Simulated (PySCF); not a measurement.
Predicted microwave data (PBE0/pcSseg-1 in PySCF (dipole) on a GFN2-xTB geometry, gas phase) for one isomer of C7H15F:

| Property | Result |
| --- | --- |
| Rotational constants | A = 2415, B = 1598, C = 1246 MHz |
| Dipole components | \|μa\| = 0.00 D, \|μb\| = 1.32 D, \|μc\| = 1.17 D |
| Inertial defect | -120.07 u·Å² |
| κ | -0.40 |

**Question.** Which candidate fits, each taken in the one conformer that was computed?
A. `[CH3:1][CH2:2][C:3]([F:4])([CH2:5][CH3:6])[CH2:7][CH3:8]` with C1–C2–C3–F4 -62°, C2–C3–C5–C6 178°, C2–C3–C7–C8 64° ((CH3CH2)3CF)
B. `[CH3:1][CH:2]([CH3:3])[CH:4]([F:5])[CH:6]([CH3:7])[CH3:8]` with C1–C2–C4–F5 -60°, C2–C4–C6–C7 60°
C. `[CH3:1][CH2:2][C:3]([CH3:4])([CH3:5])[CH2:6][CH2:7][F:8]` with C1–C2–C3–C4 -177°, C2–C3–C6–C7 -57°, C3–C6–C7–F8 -179°

**Answer.** A. It is CCC(F)(CC)CC, an asymmetric top, point group Cs. The candidates at the same level (rigid rotor, commonest isotopes):

| SMILES | A (MHz) | B (MHz) | C (MHz) | μa (D) | μb (D) | μc (D) | Δ (u·Å²) | point group | rotor |
| --- | --- | --- | --- | --- | --- | --- | --- | --- | --- |
| CCC(F)(CC)CC | 2415 | 1598 | 1246 | 0.00 | 1.32 | 1.17 | -120.07 | Cs | asymmetric top |
| CCC(C)(C)CCF | 2441 | 1292 | 1078 | 1.91 | 0.14 | 0.70 | -129.12 | C1 | asymmetric top |
| CC(C)C(F)C(C)C | 2877 | 1372 | 1161 | 0.31 | 1.54 | 0.60 | -108.81 | C1 | asymmetric top |

`CC(C)C(F)C(C)C` has A 19 % too high; `CCC(C)(C)CCF` has B 19 % too low. In the right answer the mirror of this Cs structure is the bc plane, so μa vanishes by symmetry (the 0.01 D computed is a residue). No structure here is proved a minimum.
